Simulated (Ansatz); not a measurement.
Molecule: trimethylsilane, C₃H₁₀Si (charge 0, singlet). 
Geometry from a B3LYP-D3(BJ)/def2-TZVP (Ansatz, a first-principles code) optimisation:
SMILES: [SiH](C)(C)C
```xyz
14

Si     0.0839    -0.0328     0.3680
C      1.6437    -0.3337    -0.6338
C     -1.2241    -1.3084    -0.0671
C     -0.5677     1.7000     0.0512
H      0.4134    -0.1615     1.8143
H      2.4215     0.3905    -0.3820
H      2.0455    -1.3325    -0.4498
H      1.4412    -0.2475    -1.7043
H     -0.8673    -2.3224     0.1259
H     -1.4931    -1.2448    -1.1244
H     -2.1338    -1.1577     0.5181
H     -0.8214     1.8334    -1.0034
H     -1.4670     1.8980     0.6383
H      0.1753     2.4562     0.3137
```

Atomisation energy built up term by term with Ansatz (kcal/mol; UHF references for open shells; valence terms freeze the core; atomic spin-orbit terms are left out). Basis-set limits of correlation are two-point, X^-3; Hartree-Fock from the larger set.

| term | basis | kcal/mol |
|---|---|---|
| Hartree-Fock | aug-cc-pV(Q+d)Z | 955.62 |
| CCSD correlation | CBS(aug-cc-pV(T+d)Z,aug-cc-pV(Q+d)Z) | 268.65 |
| (T) | CBS(aug-cc-pV(T+d)Z,aug-cc-pV(Q+d)Z) | 12.82 |
| core correlation | cc-pwCVTZ | 3.59 |
| scalar relativity (X2C) | cc-pVTZ-DK against cc-pVTZ | -1.25 |
| sum: De |  | 1239.4 |

(T) makes 1.0 % of the CCSD(T) atomisation energy; under 5 % is typical of single-reference molecules.
